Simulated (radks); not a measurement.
Q: These are the eigenvalues of the occupied orbitals of an atom or ion with whole-number occupations (hartree). All-electron calculation, Dirac Kohn-Sham, BLYP, spin-unpolarised, spherical densities, finite nucleus; Fermi nuclear charge, rms radius of each element as measured or else 0.836 A^(1/3) + 0.57 fm. Program: a radial shooting solver on a logarithmic mesh with Libxc functionals.

1s1/2: -2754.732
2s1/2: -516.6864
2p1/2: -496.6639
2p3/2: -440.4183
3s1/2: -154.5313
3p1/2: -145.6386
3p3/2: -133.2218
3d3/2: -118.3792
3d5/2: -115.6909
4s1/2: -63.62014
4p1/2: -59.81319
4p3/2: -56.23223
4d3/2: -50.01685
4d5/2: -49.27325

Which element is it, and in what charge state? The configuration may be excited. Open shells, if any, fill j = l - 1/2 first.

A: Z = 76, osmium, charge +32: Os32+ in [Kr] 4d8. The list shows which subshells hold electrons but not how many an open one holds; the 1s level, -2754.7 hartree, gives Z - s = 74.2 by -(Z - s)^2/2, which with screening and relativity narrows Z to a few neighbours, and the depths of the outer levels then fix element, charge and occupations together.
